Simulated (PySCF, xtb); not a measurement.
Mo(NH)(S)(F)(Cl) (ClFHMoNS), SMILES [NH]=[Mo]([F])(=[S])[Cl], multiplicity 1.

GFN2-xTB (xtb) at its own geometry gives an orbital gap of 2.17 eV and a dipole moment of 3.74 D.

Geometry optimised at B3LYP-D3(BJ)/def2-SVP. The multiplicity is an assumed one; no other spin state was optimised. The structure was generated by enumeration; whether it is a known compound was not checked. The def2 effective core potentials stand for the cores of Mo; spin–orbit coupling is left out.

**Question.** What does HF/def2-TZVP run with PySCF give? (An estimate is asked for; the answer gives what the named calculation found.)

**Answer.** gap 10.50 eV (levels -10.71 and -0.21 eV), dipole 2.41 D.
